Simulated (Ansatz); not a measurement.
A nudged elastic band was laid between two geometries of ClF3Si + H (6 atoms, charge 0, multiplicity 2).

The calculation used Ansatz, UKS PBE0/def2-SVP.

```json
{
  "movable images": "7",
  "climbing image": "yes",
  "spring": "5.0 eV/Å²",
  "optimiser": "quadratic models (default)",
  "start path": "straight line",
  "force threshold": "0.05 eV/Å",
  "iteration limit": "60",
  "end points": "relaxed"
}
```

Image 0:

```xyz
6
Properties=species:S:1:pos:R:3
Si 0.014 0.000 -0.197
Cl 0.082 0.000 1.812
F 1.485 0.000 -0.804
F -0.751 1.291 -0.728
F -0.751 -1.291 -0.728
H -0.078 0.000 5.486
```

Image 8:

```xyz
6
Properties=species:S:1:pos:R:3
Si -0.437 0.458 0.107
Cl -0.310 -0.894 3.098
F 1.095 0.385 0.635
F -0.465 1.599 -1.029
F -0.743 -0.946 -0.617
H 0.862 -0.602 2.646
```

Which bonds break or form, and what moves?

Bonds broken: Si1–Cl2. Bonds formed: Cl2–H6. ClF3Si + H becomes ClH + F3Si.

Give the energies along the band, and the barrier.

It converged. The highest image is number 3 of 0 to 8, 0.96 eV above the first end and 0.59 eV above the last; the last end lies 0.37 eV above the first. Another band between the same ends (7 images) ends at a top of the same energy, where a vibrational analysis finds 1 clearly imaginary mode.

```csv
image,path coordinate (Å),energy (eV),Si1–Cl2 (Å),Cl2–H6 (Å)
0,0.00,0.00,2.01,3.68
1,0.65,0.01,2.01,3.07
2,1.29,0.10,2.01,2.37
3,1.94,0.96,2.34,1.48
4,2.82,0.54,3.18,1.29
5,3.69,0.49,3.60,1.29
6,4.57,0.45,3.49,1.29
7,5.45,0.41,3.31,1.29
8,6.33,0.37,3.28,1.29
```

What is the geometry of the highest image?


```xyz
6
Properties=species:S:1:pos:R:3
Si -0.047 0.046 0.071
Cl 0.090 -0.094 2.401
F 1.419 0.119 -0.576
F -0.858 1.345 -0.404
F -0.787 -1.246 -0.524
H 0.185 -0.170 3.873
```

The band took 17 iterations and about 10 core-minutes.

The run took 4.9 min on 2 threads of Arm Neoverse V1, with other jobs on the host, peak memory 0.22 GiB.
